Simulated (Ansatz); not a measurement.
## C3H8ClSi: structure from calculated spectroscopic constants

These gas-phase data were calculated for one isomer of C3H8ClSi at B3LYP/6-31G* (harmonic, unscaled wavenumbers; equilibrium rotational constants with average atomic masses):

- rotational constants: 3.494, 2.07, 1.415 GHz
- all wavenumbers above 1500 cm⁻¹: 3142, 3135, 3124, 3110, 3050, 3044, 3000, 2253, 1516, 1504

Candidates:

(1) `C[CH][Si@H](C)Cl`, a doublet
(2) `CC[Si](C)Cl`, a doublet

**Question.** Which candidate do the data belong to?

**Answer.** Candidate (1). The band at 2253 cm⁻¹ lies where the Si–H stretch is expected; (2) has no mode between 2000 and 2380 cm⁻¹.

The same quantities for all candidates:

```
     rotational constants (GHz)                                 wavenumbers above 1500 cm⁻¹  E above the lowest, B3LYP/6-31G* (kcal/mol)
(1)          3.494, 2.07, 1.415  3142, 3135, 3124, 3110, 3050, 3044, 3000, 2253, 1516, 1504                                          6.0
(2)         3.273, 2.308, 1.456  3139, 3126, 3114, 3110, 3059, 3049, 3040, 3016, 1536, 1532                                          0.0
```

Each candidate is one conformer. Open shells are spin-unrestricted. Programs: Ansatz 0.2.0.
